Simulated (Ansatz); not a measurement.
CrF2O2 (`[O]=[Cr](=[O])([F])[F]`). Charge 0, multiplicity 1. The structure was optimised at the PBE0-D4/def2-TZVP level.

```xyz
5

O     1.342    0.738   -0.257
Cr    0.022   -0.007   -0.022
O    -0.062   -1.165   -1.025
F    -0.017   -0.619    1.564
F    -1.285    1.053   -0.261
```

Problem. What is the dipole moment at PBE/def2-TZVPP? (Best estimate.)

Solution. The calculation gave: 0.11 D, with components (-0.07, 0.02, 0.07) D in this frame, pointing from negative to positive charge.

Problem. And with r2SCAN, B3LYP, ωB97M-V? (An estimate is asked.)

Solution. Ansatz gave: r2SCAN 0.07 D, B3LYP 0.05 D, ωB97M-V 0.16 D.

Problem. Give the Mulliken charges with PBE, r2SCAN, B3LYP in def2-TZVPP. (Best estimate.)

Solution. The calculation gave: 
| atom | PBE | r2SCAN | B3LYP |
| --- | --- | --- | --- |
| O1 | -0.33 | -0.37 | -0.36 |
| Cr2 | 1.25 | 1.40 | 1.40 |
| O3 | -0.33 | -0.37 | -0.36 |
| F4 | -0.29 | -0.33 | -0.34 |
| F5 | -0.29 | -0.33 | -0.34 |

B3LYP here is the variant with VWN-RPA as its local correlation; programs differ in this.
